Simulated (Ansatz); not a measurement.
One geometry of CH₆Cl₂O₂Si₂ (`O[SiH2]C[Si](O)(Cl)Cl`), several functionals.

```yaml
crystal:
  periodic: [false, false, false]
  atoms:
    - {symbol: O, position_ang: [-0.870097, 1.784420, -1.102376]}
    - {symbol: Si, position_ang: [-1.316992, 0.205020, -1.088898]}
    - {symbol: C, position_ang: [0.150829, -0.880883, -0.627384]}
    - {symbol: Si, position_ang: [0.887862, -0.483522, 1.002903]}
    - {symbol: O, position_ang: [0.989941, 1.149517, 1.107289]}
    - {symbol: Cl, position_ang: [-0.274720, -1.189992, 2.531421]}
    - {symbol: Cl, position_ang: [2.753948, -1.284906, 1.262480]}
    - {symbol: H, position_ang: [-0.305788, 2.047986, -0.367877]}
    - {symbol: H, position_ang: [-2.415231, -0.064911, -0.121761]}
    - {symbol: H, position_ang: [-1.777028, -0.121365, -2.459646]}
    - {symbol: H, position_ang: [-0.156217, -1.931785, -0.624800]}
    - {symbol: H, position_ang: [0.925153, -0.761467, -1.393032]}
    - {symbol: H, position_ang: [1.408351, 1.531898, 1.881671]}
basis:
  gaussian: {orbitals: def2-TZVPP}
hamiltonian: {xc: {name: wB97X-V}}
output: {orbitals: {seedname: orbitals}}
```

```sh
$ ansatz run in.yaml --threads 2 --pin off --events-out ev --progress --plain --max-ram 32768MiB --backend cuda --devices 0, --max-vram 18GiB
```

Shortened log:

```
Functional definition: wB97X-V
2038 factors; their error is unknown
404 factors; integrals over basis functions are off by at most 1.5e-5 eV
mean field evaluation 1: about -46023.4453 eV, gradient 7.0e1 eV
mean field evaluation 2: about -46023.7454 eV, gradient 7.1e1 eV
mean field evaluation 4: about -46031.7091 eV, gradient 2.4e0 eV
mean field evaluation 8: about -46031.7355 eV, gradient 1.3e-1 eV
mean field evaluation 16: about -46031.7874 eV, gradient 2.9e-4 eV
mean field -46031.78738702 eV, -1691.6369850068 hartree, gradient 3.0e-5 eV, S^2 0.000000; 0 other end points of the search recorded, 0 dependent functions left out
reference -46031.78738472 eV, -1691.6369849223 hartree; 45, 45 occupied and 300, 300 virtual orbitals, 2038 factors
Total energy: -46031.78738472 eV, -1691.6369849223 hartree
```

Hardware: 2 threads of an AMD EPYC 7R13 on a shared host and a share of an NVIDIA H100 80 GB. Wall time 4.3 s, peak host memory 0.95 GiB.

Changing it to `hamiltonian: {xc: {name: wB97M-V}}` and forces (abridged; 8.5 s):

```
Functional definition: wB97M-V
mean field evaluation 16: about -46035.6719 eV, gradient 4.2e-4 eV
mean field -46035.67187554 eV, -1691.7797373271 hartree, gradient 2.7e-5 eV, S^2 0.000000
Total energy: -46035.67193137 eV, -1691.7797393787 hartree
Atom 0 force     0.065989     0.084432     0.060154 eV/Å
Atom 1 force    -0.166638    -0.202197    -0.063459 eV/Å
Atom 2 force     0.022428    -0.006162    -0.000075 eV/Å
Atom 3 force    -0.048150    -0.084950    -0.117469 eV/Å
Atom 4 force     0.017386     0.095845     0.044783 eV/Å
Atom 5 force    -0.028449    -0.014078     0.032130 eV/Å
Atom 6 force     0.032535    -0.014589     0.005022 eV/Å
Atom 7 force    -0.023675     0.017172    -0.045591 eV/Å
Atom 8 force     0.120960     0.029984    -0.096168 eV/Å
Atom 9 force     0.050327     0.038211     0.162410 eV/Å
Atom 10 force     0.019446     0.059974    -0.002442 eV/Å
Atom 11 force    -0.050407    -0.009396     0.046767 eV/Å
Atom 12 force    -0.011751     0.005755    -0.026062 eV/Å
Dipole moment:     0.227552     0.008995     0.152136 e Å
```

Changing it to `hamiltonian: {xc: r2scan, dispersion: d4}` and forces (abridged; 3.9 s):

```
Functional definition: r2SCAN
mean field evaluation 16: about -46034.0007 eV, gradient 4.3e-3 eV
mean field -46034.00069010 eV, -1691.7183223947 hartree, gradient 3.7e-5 eV, S^2 0.000000
Total energy: -46034.11312856 eV, -1691.7224544320 hartree
Atom 0 force     0.007890     0.047867    -0.012848 eV/Å
Atom 1 force    -0.023070    -0.045988     0.001063 eV/Å
Atom 2 force    -0.008417    -0.001494     0.009851 eV/Å
Atom 3 force    -0.032800    -0.019507    -0.047119 eV/Å
Atom 4 force    -0.017324     0.065698    -0.036673 eV/Å
Atom 5 force    -0.059230    -0.030417     0.062917 eV/Å
Atom 6 force     0.089957    -0.034436     0.003835 eV/Å
Atom 7 force     0.004121     0.009183     0.003047 eV/Å
Atom 8 force     0.008957    -0.002457    -0.017650 eV/Å
Atom 9 force     0.002524     0.010755     0.027631 eV/Å
Atom 10 force     0.018742     0.002457    -0.013809 eV/Å
Atom 11 force    -0.006549    -0.012419    -0.003061 eV/Å
Atom 12 force     0.015200     0.010758     0.022815 eV/Å
Dipole moment:     0.224977     0.023052     0.138981 e Å
```
